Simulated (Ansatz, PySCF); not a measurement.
H4BCl2NO2Si (SMILES OB(O)N[SiH](Cl)Cl), singlet, geometry from GFN2-xTB, atoms displaced at random by about 0.03 Å a coordinate. Base run: PySCF with B3LYP/STO-3G, gradient.

Input for PySCF:
```python
from pyscf import gto, scf, dft

mol = gto.Mole()
mol.atom = '''
    Si    0.848450   -0.195588   -0.198414
    Cl    2.254947    0.023778    1.134055
    Cl    0.603220    1.359540   -1.419317
    N    -0.672032   -0.428804    0.744888
    B    -1.905273   -0.656755    0.256359
    O    -3.030948   -0.784263    1.115939
    O    -2.044870   -0.728898   -1.052663
    H     1.058499   -1.421722   -0.978087
    H    -0.565162   -0.332813    1.801764
    H    -3.827009   -0.874951    0.766384
    H    -2.920258   -0.961484   -1.462157
'''
mol.basis = 'sto-3g'
mol.charge = 0
mol.spin = 0
mol.verbose = 4
mol.build()

mf = dft.RKS(mol)
mf.xc = 'b3lyp'
mf.kernel()
g = mf.nuc_grad_method()
grad = g.kernel()
```

Programs used: Ansatz (an electronic-structure program), PySCF; a row that names a program was run with it.

The coordinate followed is x of atom 10.

Variants of this job, named by their change:

```tsv
change	dE/dx (Eh/bohr)	net force (Eh/bohr)
base	0.182686	0.000160
density fitting = on	0.182678	0.000160
finite difference step (bohr) = 1e-3; conv_tol = 1e-11	0.182682	-
grids.level = 0; grid_response = on	0.187776	0.000000
finite difference step (bohr) = 0.2; conv_tol = 1e-11	0.199612	-
finite difference step (bohr) = 0.05; conv_tol = 1e-11	0.183730	-
grids.level = 5; grid_response = on	0.182685	0.000000
code = ansatz	0.182685	0.000000
grids.level = 0; grid_response = off	0.183907	0.007335
conv_tol = 1e-6	0.182681	0.000160
finite difference step (bohr) = 0.01; conv_tol = 1e-11	0.182724	-
finite difference step (bohr) = 1e-4; conv_tol = 1e-11	0.182682	-
```

The net force is zero for an exact gradient.
